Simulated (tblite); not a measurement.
Parent: `[CH3:1][O:2][C@@H:3]1[CH2:4][C@@H:5]1[SiH3:6]` with C1–O2–C3–C4 -79°, C4H10OSi.

Structures optimised with GFN2-xTB, isolated species. One conformer each, not checked by frequencies here.

```csv
coordinate of the parent,value
C1–O2,1.407 Å
O2–C3,1.395 Å
C3–C4,1.498 Å
C4–C5,1.506 Å
C5–Si6,1.886 Å
C3–C5,1.492 Å
C1–O2–C3,113.9°
O2–C3–C4,119.2°
O2–C3–C5,114.5°
C4–C3–C5,60.5°
C3–C4–C5,59.6°
C4–C5–Si6,118.6°
C3–C5–C4,59.9°
C3–C5–Si6,113.9°
```

How does the shared frame change in `[CH3:1][O:2][C@@H:3]1[C@H:4]([SiH3:5])[C@@H:6]1[CH2:7][OH:8]` with C1–O2–C3–C4 -89°, C4–C6–C7–O8 -135°, C6–C7–O8–H 59°, C5H12O2Si? Atoms pair as C1 = C1, O2 = O2, C3 = C3, C4 = C6, C5 = C4, Si6 = Si5 (parent first).

```json
{"parent": "C1–O2", "relative": "C1–O2", "value in the relative": "1.408 Å", "change": "+0.001"}
{"parent": "O2–C3", "relative": "O2–C3", "value in the relative": "1.396 Å", "change": "+0.001"}
{"parent": "C3–C4", "relative": "C3–C6", "value in the relative": "1.496 Å", "change": "-0.002"}
{"parent": "C4–C5", "relative": "C6–C4", "value in the relative": "1.510 Å", "change": "+0.004"}
{"parent": "C5–Si6", "relative": "C4–Si5", "value in the relative": "1.885 Å", "change": "-0.001"}
{"parent": "C3–C5", "relative": "C3–C4", "value in the relative": "1.508 Å", "change": "+0.016"}
{"parent": "C1–O2–C3", "relative": "C1–O2–C3", "value in the relative": "113.0°", "change": "-0.9"}
{"parent": "O2–C3–C4", "relative": "O2–C3–C6", "value in the relative": "117.4°", "change": "-1.8"}
{"parent": "O2–C3–C5", "relative": "O2–C3–C4", "value in the relative": "120.3°", "change": "+5.8"}
{"parent": "C4–C3–C5", "relative": "C6–C3–C4", "value in the relative": "60.3°", "change": "-0.2"}
{"parent": "C3–C4–C5", "relative": "C3–C6–C4", "value in the relative": "60.2°", "change": "+0.6"}
{"parent": "C4–C5–Si6", "relative": "C6–C4–Si5", "value in the relative": "122.4°", "change": "+3.8"}
{"parent": "C3–C5–C4", "relative": "C3–C4–C6", "value in the relative": "59.5°", "change": "-0.4"}
{"parent": "C3–C5–Si6", "relative": "C3–C4–Si5", "value in the relative": "121.5°", "change": "+7.6"}
```

Of the parent's bonds, C3–C5 changes most (+0.016 Å). Bonds of the relative outside the shared frame: C6–C7 1.515, C7–O8 1.406 Å. Point group C1 → C1.

How does the shared frame change in `[CH3:1][O:2][C@@H:3]1[C@@H:4]([SiH3:5])[C@@H:6]1[CH2:7][C:8]#[N:9]` with C1–O2–C3–C4 164°, C4–C6–C7–C8 -160°, C6H11NOSi? Atoms pair as C1 = C1, O2 = O2, C3 = C3, C4 = C6, C5 = C4, Si6 = Si5 (parent first).

```tsv
parent	relative	value in the relative	change
C1–O2	C1–O2	1.411 Å	+0.004
O2–C3	O2–C3	1.392 Å	-0.003
C3–C4	C3–C6	1.505 Å	+0.007
C4–C5	C6–C4	1.510 Å	+0.004
C5–Si6	C4–Si5	1.883 Å	-0.003
C3–C5	C3–C4	1.499 Å	+0.007
C1–O2–C3	C1–O2–C3	113.5°	-0.4
O2–C3–C4	O2–C3–C6	119.8°	+0.6
O2–C3–C5	O2–C3–C4	117.1°	+2.6
C4–C3–C5	C6–C3–C4	60.4°	-0.1
C3–C4–C5	C3–C6–C4	59.6°	0.0
C4–C5–Si6	C6–C4–Si5	121.6°	+3.0
C3–C5–C4	C3–C4–C6	60.0°	+0.1
C3–C5–Si6	C3–C4–Si5	120.6°	+6.7
```

Of the parent's bonds, C3–C4 and C3–C5 change most and about equally (+0.007 Å). Bonds of the relative outside the shared frame: C6–C7 1.517, C7–C8 1.441, C8≡N9 1.144 Å. Point group C1 → C1.

How does the shared frame change in `[CH3:1][O:2][C@@H:3]1[C@@H:4]([SiH3:5])[C@@H:6]1[C:7]([CH3:8])=[S:9]` with C1–O2–C3–C4 -76°, C4–C6–C7–C8 163°, C6H12OSSi? Atoms pair as C1 = C1, O2 = O2, C3 = C3, C4 = C6, C5 = C4, Si6 = Si5 (parent first).

```tsv
parent	relative	value in the relative	change
C1–O2	C1–O2	1.410 Å	+0.003
O2–C3	O2–C3	1.382 Å	-0.013
C3–C4	C3–C6	1.519 Å	+0.021
C4–C5	C6–C4	1.518 Å	+0.012
C5–Si6	C4–Si5	1.880 Å	-0.006
C3–C5	C3–C4	1.494 Å	+0.002
C1–O2–C3	C1–O2–C3	113.2°	-0.7
O2–C3–C4	O2–C3–C6	118.2°	-1.0
O2–C3–C5	O2–C3–C4	121.4°	+6.9
C4–C3–C5	C6–C3–C4	60.5°	0.0
C3–C4–C5	C3–C6–C4	58.9°	-0.7
C4–C5–Si6	C6–C4–Si5	120.1°	+1.5
C3–C5–C4	C3–C4–C6	60.5°	+0.6
C3–C5–Si6	C3–C4–Si5	121.7°	+7.8
```

Of the parent's bonds, C3–C4 changes most (+0.021 Å). Bonds of the relative outside the shared frame: C6–C7 1.463, C7–C8 1.492, C7=S9 1.628 Å. Point group C1 → C1.

How does the shared frame change in `[CH3:1][O:2][C@@H:3]1[C@@H:4]([SiH3:5])[C@H:6]1[O:7][CH:8]=[O:9]` with C1–O2–C3–C4 154°, C4–C6–O7–C8 159°, C6–O7–C8–O9 0°, C5H10O3Si? Atoms pair as C1 = C1, O2 = O2, C3 = C3, C4 = C6, C5 = C4, Si6 = Si5 (parent first).

```tsv
parent	relative	value in the relative	change
C1–O2	C1–O2	1.415 Å	+0.008
O2–C3	O2–C3	1.384 Å	-0.011
C3–C4	C3–C6	1.505 Å	+0.007
C4–C5	C6–C4	1.495 Å	-0.011
C5–Si6	C4–Si5	1.887 Å	+0.001
C3–C5	C3–C4	1.499 Å	+0.007
C1–O2–C3	C1–O2–C3	112.7°	-1.2
O2–C3–C4	O2–C3–C6	118.8°	-0.4
O2–C3–C5	O2–C3–C4	118.7°	+4.2
C4–C3–C5	C6–C3–C4	59.7°	-0.8
C3–C4–C5	C3–C6–C4	60.0°	+0.4
C4–C5–Si6	C6–C4–Si5	117.7°	-0.9
C3–C5–C4	C3–C4–C6	60.4°	+0.5
C3–C5–Si6	C3–C4–Si5	119.4°	+5.5
```

Of the parent's bonds, O2–C3 and C4–C5 change most and about equally (-0.011 Å). Bonds of the relative outside the shared frame: C6–O7 1.416, O7–C8 1.322, C8=O9 1.196 Å. Point group C1 → C1.

How does the shared frame change in `[CH3:1][CH2:2][CH2:3][C@@H:4]1[C@H:5]([SiH3:6])[C@@H:7]1[O:8][CH3:9]` with C1–C2–C3–C4 -66°, C2–C3–C4–C5 171°, C5–C7–O8–C9 88°, C7H16OSi? Atoms pair as C1 = C9, O2 = O8, C3 = C7, C4 = C4, C5 = C5, Si6 = Si6 (parent first).

```csv
parent,relative,value in the relative,change
C1–O2,C9–O8,1.406 Å,-0.001
O2–C3,O8–C7,1.392 Å,-0.003
C3–C4,C7–C4,1.493 Å,-0.005
C4–C5,C4–C5,1.511 Å,+0.005
C5–Si6,C5–Si6,1.882 Å,-0.004
C3–C5,C7–C5,1.510 Å,+0.018
C1–O2–C3,C9–O8–C7,112.7°,-1.2
O2–C3–C4,O8–C7–C4,118.8°,-0.4
O2–C3–C5,O8–C7–C5,119.8°,+5.3
C4–C3–C5,C4–C7–C5,60.4°,-0.1
C3–C4–C5,C7–C4–C5,60.3°,+0.7
C4–C5–Si6,C4–C5–Si6,121.3°,+2.7
C3–C5–C4,C7–C5–C4,59.2°,-0.7
C3–C5–Si6,C7–C5–Si6,121.0°,+7.1
```

Of the parent's bonds, C3–C5 changes most (+0.018 Å). Bonds of the relative outside the shared frame: C1–C2 1.523, C2–C3 1.530, C3–C4 1.510 Å. Point group C1 → C1.

The numbers are calculated, not measured.
